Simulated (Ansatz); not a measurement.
Computed with Ansatz on PBE0-D4/def2-TZVP structures; ΔE is electronic, products minus reactants. CCSD(T)/CBS adds triple-zeta CCSD(T) − MP2 to the extrapolated MP2 energy (def2 sets, frozen cores). This one scheme is used for every species. DFT in def2-TZVPP. B3LYP here is the variant with VWN-RPA as its local correlation; programs differ in this. For Br outer-core shells are correlated without core-valence functions, which leaves a few kJ/mol of doubt a bond. Scalar relativity is left out up to krypton. Each species was taken in one conformer, which may not be the lowest.

Reaction (formal exchange of groups at a C–Si bond): `C=C[Si](Cl)(Cl)Cl` + `[SiH3]Br` → `C=C[SiH2]Br` + `Cl[SiH](Cl)Cl`

`C=C[Si](Cl)(Cl)Cl`:

Z-matrix (Å, degrees):
```
Si
C 1 1.836
Cl 1 2.037 2 110.3
Cl 1 2.036 2 110.9 3 120.6
Cl 1 2.037 2 110.3 3 -118.8
C 2 1.329 1 123.8 3 -120.6
H 2 1.088 1 116.7 3 59.4
H 6 1.085 2 121.8 1 0.0
H 6 1.086 2 121.6 1 180.0
```

`[SiH3]Br`:

Cartesian coordinates in Å:
```
Si 0.159 -0.027 0.025
Br -2.005 0.334 -0.309
H 0.736 -0.592 -1.217
H 0.307 -0.981 1.147
H 0.803 1.265 0.354
```

`C=C[SiH2]Br`:

Z-matrix (Å, degrees):
```
Si
C 1 1.848
Br 1 2.229 2 110.1
H 1 1.482 2 112.1 3 117.9
H 1 1.482 2 109.5 3 -118.7
C 2 1.330 1 121.7 3 117.7
H 2 1.088 1 119.3 3 -62.5
H 6 1.087 2 121.7 1 -0.8
H 6 1.086 2 122.2 1 179.3
```

`Cl[SiH](Cl)Cl`:

```xyz
5

Cl    1.904   -0.198   -0.562
Si   -0.019   -0.080    0.076
Cl   -0.345    1.742    0.909
Cl   -1.272   -0.338   -1.500
H    -0.268   -1.126    1.076
```

(1) Is it downhill or uphill in electronic energy at CCSD(T)/CBS, and by how much? (Estimate.)

(2) What do these levels give: B3LYP-D4, r2SCAN0-D4, BHLYP-D4, PBE, r2SCAN, SCS-MP2/def2-TZVPP? (Estimate.)

Largest T1 diagnostic among the species: 0.010.

Results:

(1) The calculation gave: Uphill: ΔE = +0.07 eV.

(2) Ansatz gave: B3LYP-D4 0.09, r2SCAN0-D4 0.08, BHLYP-D4 0.09, PBE 0.04, r2SCAN 0.07, SCS-MP2/def2-TZVPP 0.07 eV.

At CCSD(T), def2-SVP lies +0.06 eV from the extrapolated value and def2-TZVPP +0.01 eV. The D4 term adds +0.06 eV with B3LYP and +0.03 eV with PBE0; it sums over pairs of atoms, weighted by their polarisabilities, and B3LYP, whose exchange is more repulsive, gets the larger term. In def2-TZVPP, CCSD(T) changes the Hartree–Fock value by +0.05 eV (the triples alone add +0.01 eV) and MP2 by +0.06 eV.
